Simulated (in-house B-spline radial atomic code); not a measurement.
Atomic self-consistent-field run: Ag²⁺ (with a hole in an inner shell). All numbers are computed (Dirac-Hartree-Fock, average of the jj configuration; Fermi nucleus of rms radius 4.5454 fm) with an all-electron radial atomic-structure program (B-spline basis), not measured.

In the input, a minus or plus after the letter marks the j = l - 1/2 or j = l + 1/2 subshell.

Command:
```bash
python run_scf.py task.json out
```
Settings (nuclear radius in fm, mass in u):
```
Z                47
configuration    1s2 2s2 2p6 3s2 3p6 3d10 4s2 4p-1 4p+4 4d10
hamiltonian      dirac
method           hf
spin_polarised   False
nucleus          fermi
rms_radius       4.5454
atomic_mass      106.90509
speed_of_light   137.035999084
```

Output (hartree, bohr):
```
 radial grid: 73 intervals, B-splines of order 8, outer radius 38.5185 bohr

 iter        energy (Eh)    residual
    1       -5300.283275    5.68e-01
    2       -5306.907287    3.96e-01
    3       -5311.066246    9.95e-02
    4       -5311.347504    2.53e-02
    5       -5311.360108    1.35e-02
    6       -5311.364514    2.42e-03
    7       -5311.364581    1.77e-04
    8       -5311.364582    2.12e-05
    9       -5311.364582    5.58e-06
   10       -5311.364582    7.67e-07
   11       -5311.364582    6.48e-08

 total energy                     -5311.36458
 kinetic                            5558.8778
 electron-nucleus                 -12844.9341
 electron-electron                  1974.6917

 first-order corrections (not in the total)
   Gaunt                             3.9684
   retardation                      -0.4013
   frequency dependence             -0.0309
   self-energy                       2.6835
   Uehling                          -0.3333
   Wichmann-Kroll                    0.0062
   recoil                            0.0188

 orbital      occ     eigenvalue          <r>       <r^2>       <1/r>     <1/r^2>       <r^4>       r_max    small
 1s1/2      2.000      -944.1835    0.0311015  0.00130781     49.4373     5230.03 4.45483e-06     0.02016  2.96e-02
 2s1/2      2.000      -142.9732     0.134316   0.0213355     11.4133     592.765  0.00078778      0.1139  6.23e-03
 2p1/2      2.000      -132.5029      0.11422   0.0160298     11.3549     190.311 0.000518536     0.08829  6.21e-03
 2p3/2      4.000      -126.0443      0.11923   0.0173397     10.6764     155.287 0.000596787      0.0925  5.96e-03
 3s1/2      2.000       -28.3485     0.366165     0.15342      4.0049      114.01   0.0360314      0.3317  1.77e-03
 3p1/2      2.000       -24.1172     0.359093    0.149901     3.89566     36.3382   0.0362086      0.3192  1.70e-03
 3p3/2      4.000       -22.9665     0.368969    0.158018     3.74017     30.0355   0.0400492      0.3285  1.64e-03
 3d3/2      4.000       -15.5844      0.34231    0.139364     3.56363      16.042   0.0361055      0.2724  1.51e-03
 3d5/2      6.000       -15.3604     0.345767    0.142074     3.52117     15.5887   0.0374758      0.2752  1.49e-03
 4s1/2      2.000        -5.1190     0.914734    0.946736     1.49948     20.7299     1.34709       0.823  4.23e-04
 4p1/2      1.000        -3.8223      0.97649     1.08975     1.38881     6.34673     1.85916      0.8604  3.75e-04
 4p3/2      4.000        -3.5772      1.00559     1.15558     1.33685     5.22123     2.09386      0.8834  3.55e-04
 4d3/2      4.000        -1.3266      1.28953     1.98098     1.02895     1.98758     7.33262       1.018  2.23e-04
 4d5/2      6.000        -1.3672        1.283     1.95496     1.03129      1.9783     7.05294       1.021  2.25e-04
```

Cost of the run: 1.2 s on 1 thread of x86-64 server CPU, on a shared host.

For the Dirac Hamiltonian the kinetic term is c α·p + (β - 1)c².
